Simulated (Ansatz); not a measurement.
Consider the cleavage of the Si–Si bond: `[SiH3][SiH2][SiH2][SiH3]` + `C=CCS` → `C=CCS[SiH3]` + `[SiH3][SiH2][SiH3]`.

Program: Ansatz. Geometries: PBE0-D4/def2-TZVP. ΔE: electronic, gas phase. CCSD(T)/CBS is the MP2 limit (def2-TZVPP, def2-QZVPP) plus CCSD(T) − MP2 in def2-TZVPP, frozen cores. DFT in def2-TZVPP. One conformer a species, not always the lowest.

CCSD(T)/CBS gives -52.4 kJ/mol.

Task: Another level gave -39.3 kJ/mol. Which?
A. revPBE/def2-TZVPP
B. BHLYP-D4/def2-TZVPP
C. PBE0/def2-TZVPP
D. B97M-V/def2-TZVPP

Result: A. revPBE -39.3, BHLYP-D4 -54.0, B97M-V -48.5, PBE0 -44.0 kJ/mol.

Largest T1 diagnostic among the species: 0.014.

Leaving LDA and LC-ωPBE aside and taking each functional with its dispersion term where it has one, the values, not all of them listed here, spread over 12.7 kJ/mol, from ωB97M-V to PBE-D4. From PBE to PBE0 (25 % exact exchange), in def2-TZVPP and without D4, ΔE moves by −3.1 kJ/mol. At CCSD(T), def2-SVP lies +5.9 kJ/mol from the extrapolated value and def2-TZVPP +2.5 kJ/mol.
